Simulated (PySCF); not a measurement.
Compound: C₅H₈FN₂ (charge +1).
SMILES: `n1(cc(F)[n+](c1)C)C`

Four sets of settings were typed for PySCF runs (density fitting) on one GFN2-xTB geometry. Runs with no stated cap are allowed at least 80 cycles.

Question: One run ended without self-consistency. Which?
A. BHandHLYP/def2-SVPD, DIIS off, at most 81 cycles
B. mPW1PW91/6-31++G**
C. HCTH407/STO-3G, grid level 4, energy threshold 1e-06 Eh
D. X3LYP/pcseg-1, fitting basis sto-3g, at most 86 cycles

Answer: A. The energy swings between two values 50 Eh apart, cycle after cycle, with a gradient of 1.8e+01 at cycle 81; DIIS was off. Go back to DIIS. Its energy and orbitals aren't self-consistent and shouldn't be used.

The end of its output:
```
cycle  76  E = -101.6769826652  dE =  4.983e+01  |g| = 2.272e+01  |ddm| = 6.108e+02
cycle  77  E = -151.5021757567  dE = -4.983e+01  |g| = 1.783e+01  |ddm| = 6.108e+02
cycle  78  E = -101.6769826652  dE =  4.983e+01  |g| = 2.272e+01  |ddm| = 6.108e+02
cycle  79  E = -151.5021757567  dE = -4.983e+01  |g| = 1.783e+01  |ddm| = 6.108e+02
cycle  80  E = -101.6769826652  dE =  4.983e+01  |g| = 2.272e+01  |ddm| = 6.108e+02
cycle  81  E = -151.5021757567  dE = -4.983e+01  |g| = 1.783e+01  |ddm| = 6.108e+02
SCF not converged, last energy = -151.5021757567
```

The others met their thresholds:

```tsv
settings	basis functions	SCF cycles	E (Eh)	HOMO (eV)	LUMO (eV)
X3LYP/pcseg-1, fitting basis sto-3g, at most 86 cycles	152	12	-409.4431	-11.56	-4.45
mPW1PW91/6-31++G**	192	14	-404.3689	-12.17	-5.29
HCTH407/STO-3G, grid level 4, energy threshold 1e-06 Eh	48	8	-399.3361	-9.65	-4.79
```

The row «X3LYP/pcseg-1, fitting basis sto-3g, at most 86 cycles» carries the error of a grid, fitting basis or threshold typed as a poor one on purpose, so its figures aren't the species' properties at that level. Cycle counts include a coarse-grid stage where the run had one. All basis functions are spherical, in the Pople sets too.
